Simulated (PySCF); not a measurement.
Electron correlation in Ti(2+) (titanium, charge +2)

[Ar] 3d1 4s1, high-spin 3D determinant (an excited configuration). Computed with PySCF 2.14 in aug-cc-pVDZ-DK (7s6p4d2f, 59 functions), with scalar relativity by spin-free X2C-1e. Frozen: [Ar]; 2 electrons correlated.

With two correlated electrons CCSD is exact within the correlated space (frozen core and kept virtual orbitals).

| level | correlation energy (mhartree) |
| --- | --- |
| CCSD | -2.98 |

Diagnostics: T1 = 0.0041, D1 = 0.0077, largest double amplitude 0.017.

Cost of the coupled-cluster step: about 2.5 core-seconds, for 2 correlated electrons.
